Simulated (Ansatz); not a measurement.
C$_{2}$H$_{4}$Cl$_{2}$Si, SMILES `Cl[C@@H]1[SiH2][C@H]1Cl`, relaxed with RKS PBE-D4/def2-SVP in Ansatz 0.2.0 from a rough embedded geometry. The force threshold is 0.03 eV/Å; the program also tests the step.

The species carries charge 0 and has multiplicity 1.

Start:

```xyz
9

Cl    0.655    0.096   -2.317
C     0.266    0.590   -0.709
Si    0.747   -0.555    0.603
C    -0.881   -0.001    0.068
Cl   -1.873    0.988    1.035
H     0.487    1.645   -0.543
H     1.115    0.013    1.983
H     1.010   -1.980    0.359
H    -1.526   -0.795   -0.479
```

```csv
step,energy (eV),largest force (eV/Å),largest move (Å)
1,-35031.3163,3.462,0.000
2,-35031.7572,1.277,0.180
3,-35031.7621,0.790,0.185
4,-35031.7884,0.496,0.161
5,-35031.8307,0.112,0.077
6,-35031.8317,0.074,0.010
7,-35031.8321,0.012,0.006
```

End:

```xyz
9

Cl    0.478    0.221   -2.417
C     0.296    0.546   -0.677
Si    0.738   -0.631    0.741
C    -0.916   -0.014    0.053
Cl   -2.040    1.114    0.849
H     0.500    1.608   -0.449
H     1.314   -0.014    1.972
H     1.097   -2.051    0.452
H    -1.467   -0.779   -0.525
```

Run time 9.5 s (4 threads of an Arm Neoverse V1 on a shared host); peak host memory 0.15 GiB.
